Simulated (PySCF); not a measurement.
## Correlation energy of N (nitrogen, neutral)

[He] 2s2 2p3, high-spin 4S determinant. Computed with PySCF 2.14 in x2c-TZVPPall with one added diffuse shell each of s, p, d type (6s4p3d1f, 40 functions), with the spin-free X2C one-electron Hamiltonian (Gaussian nucleus). Frozen: nothing; 7 electrons correlated.

| level | correlation energy (mhartree) |
| --- | --- |
| CCSD | -129.64 |
| (T) | -2.48 |
| CCSD(T) | -132.12 |

Diagnostics: T1 = 0.0059, D1 = 0.0136, largest double amplitude 0.029.

Problem. Is a single reference adequate?

Solution. Yes: T1 lies below 0.03 and no double amplitude reaches 0.07.

This basis was not built for core-valence correlation, so the inner-shell part is incomplete.
